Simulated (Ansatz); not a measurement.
A structure relaxed at PBE-D4/def2-TZVP in Ansatz, charge 0, singlet:

```xyz
6

Au   -0.812    0.032   -0.029
Au    1.819   -0.114   -0.123
Au    0.375   -0.539   -2.331
H     2.413    0.179    1.312
H    -2.363    0.066   -0.206
H    -1.431    0.376    1.376
```

(1) Give its formula and point group.

(2) Summarise the bond lengths by kind (pairs closer than 1.2 times the sum of covalent radii, bridged metal pairs left out).

Results:

(1) H3Au3. Point group Cs (tolerance 0.1 Å).

(2) 3 × Au–Au 2.64 to 2.67 Å; 3 × Au–H 1.56 to 1.58 Å.

In the def2 sets Au takes a core potential; there is no spin–orbit coupling. Another isomer (singlet) lies 0.24 eV lower at PBE0-D4/def2-TZVP; other spin states weren't run for this one.
